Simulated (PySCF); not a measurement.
A calculated (M06-L, PySCF 2.14, cc-pVTZ, no relativity, point nucleus) atom or ion has these occupied shells.

```json
{"shell": "1s α", "electrons": "1", "orbital energy (eV)": "-1276.1", "rms radius, mean of both spins (bohr)": "0.152"}
{"shell": "1s β", "electrons": "1", "orbital energy (eV)": "-1276.1", "rms radius, mean of both spins (bohr)": "0.152"}
{"shell": "2s α", "electrons": "1", "orbital energy (eV)": "-92.420", "rms radius, mean of both spins (bohr)": "0.758"}
{"shell": "2s β", "electrons": "1", "orbital energy (eV)": "-92.390", "rms radius, mean of both spins (bohr)": "0.758"}
{"shell": "2p α", "electrons": "3", "orbital energy (eV)": "-57.082", "rms radius, mean of both spins (bohr)": "0.776"}
{"shell": "2p β", "electrons": "3", "orbital energy (eV)": "-57.028", "rms radius, mean of both spins (bohr)": "0.776"}
{"shell": "3s α", "electrons": "1", "orbital energy (eV)": "-11.746", "rms radius, mean of both spins (bohr)": "2.95"}
```

(1) Name the element and its charge.

Results:

(1) Mg⁺ (magnesium, charge +1), in [Ne] 3s1, 2S determinant.
